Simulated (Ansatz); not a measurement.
IrPt3⁻. The state is a singlet with charge -1. Geometry PBE-D4/def2-SVPD; atoms count from 1.

Cartesian coordinates in Å:
```
Ir 0.3162 0.9862 0.4231
Pt 1.9628 -0.8085 0.5483
Pt -1.6360 1.0339 -1.0336
Pt -0.6430 -1.2117 0.0623
```

In the def2 sets Ir, Pt take a core potential; there is no spin–orbit coupling. The restricted singlet is unstable towards broken spin symmetry in Hartree–Fock (as tested in another run); at PBE0-D4/def2-TZVPD this wasn't settled. No other spin state of charge -1 was run. Another isomer (quintet) lies 0.63 eV lower at PBE0-D4/def2-TZVPD; other spin states weren't run for this one.

Q: Estimate the Mulliken populations from the PBE0/def2-TZVPD orbitals of Ansatz.

A: 
```json
{"atom": "Ir1", "charge (e)": "0.12", "d electrons": "7.78"}
{"atom": "Pt2", "charge (e)": "-0.45", "d electrons": "9.06"}
{"atom": "Pt3", "charge (e)": "-0.46", "d electrons": "9.06"}
{"atom": "Pt4", "charge (e)": "-0.21", "d electrons": "9.08"}
```
Mulliken values and Mayer orders depend strongly on the basis. With diffuse functions, as here, like atoms can get unlike values, and bond orders can come out too low or too high.

Q: And the Mayer bond orders between bonded heavy atoms (over 0.3)?

A: Ir1–Pt2 1.18 (2.44 Å); Ir1–Pt3 1.18 (2.44 Å); Ir1–Pt4 0.84 (2.43 Å); Pt2–Pt4 0.72 (2.68 Å); Pt3–Pt4 0.72 (2.69 Å). Values over 0.3 also appear between atoms too far apart for a bond (Pt2–Pt3 0.41 at 4.34 Å); they arise where an orbital or an unpaired electron spreads over both atoms.
